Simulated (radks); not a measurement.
Values are calculated unless marked as measured or tabulated.
Polarisability of neutral calcium, [Ar] 4s2, at imaginary frequency. Level of theory: scalar-relativistic Kohn-Sham, PBE, spin-unpolarised, spherical densities, finite nucleus; Fermi nuclear charge, rms radius 3.4776 fm (a radial shooting solver on a logarithmic mesh with Libxc functionals). Response by self-consistent Sternheimer equations with the Hartree and adiabatic LDA kernel, the relativistic mass of each level held fixed and spin-orbit coupling left out.

w (hartree)  alpha1(iw) (bohr^3)  alpha2(iw) (bohr^5)
0.00266                    152.4                 3379
0.0143                     150.1                 3317
0.0360                     138.7                 3029
0.0697                     111.5                 2450
0.118                      75.06                 1760
0.186                      44.15                 1135
0.280                      24.59                666.9
0.413                      13.78                365.2
0.605                      7.986                190.1
0.892                      4.732                94.73
1.35                       2.719                44.87
2.12                       1.398                19.58
3.59                      0.5957                7.343
6.94                      0.1954                2.076
17.5                     0.04141               0.3359

Static values: alpha1 = 152.4 bohr^3 (22.59 angstrom^3; uncoupled 284.9), alpha2 = 3381 bohr^5, alpha3 = 78180 bohr^7. C6 = 2066, C8 = 234200, triple-dipole C9 = 231400 atomic units. One-pole (London) frequency 4 C6 / (3 alpha1^2) = 0.119 hartree, against 0.138 for minus the highest occupied eigenvalue. Recommended static value: 160.8 bohr^3 (Schwerdtfeger and Nagle, 2023 table).
